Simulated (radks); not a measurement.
Kinetic energies: the exact non-interacting value of the Kohn-Sham orbitals and orbital-free approximations, as 100 (|E| - |E exact|)/|E exact|, negative where the magnitude is too small. Species: Li [He] 2s1; Re [Xe] 4f14 5d5 6s2; Zn2+ [Ar] 3d10; F5+ [He] 2s2. Method: non-relativistic Kohn-Sham, exchange-only LDA, spin-polarised, spherical densities, point nucleus; computed with a radial shooting solver on a logarithmic mesh with Libxc functionals. Every spin shell is full or empty, so the densities are truly spherical. Functionals are evaluated on that one density, not self-consistently.

functional            Li       Re     Zn2+      F5+
exact (hartree)  7.19340  15772.7  1772.95  87.0780
Thomas-Fermi      -10.33    -4.75    -6.37   -10.77
von Weizsacker     -2.69   -63.82   -50.68   -11.14
TF + vW           +86.99   +31.43   +42.95   +78.09
LC94               +0.27    -0.02    -0.13    -0.85
APBEK              +0.23    +0.01    -0.04    -0.82
revAPBEK           +1.09    +0.15    +0.20    -0.05
Perdew 92          +0.51    -0.72    -0.88    -0.87
Thakkar            +0.54    -0.80    -0.57    -0.67
Pearson            -4.13    -0.89    -1.32    -4.92
PG1               +50.02   +12.68   +18.46   +42.93
DePristo-Kress     -0.31    -0.23    -0.22    -2.14
Ernzerhof          +3.30    -0.51    -0.50    +1.05
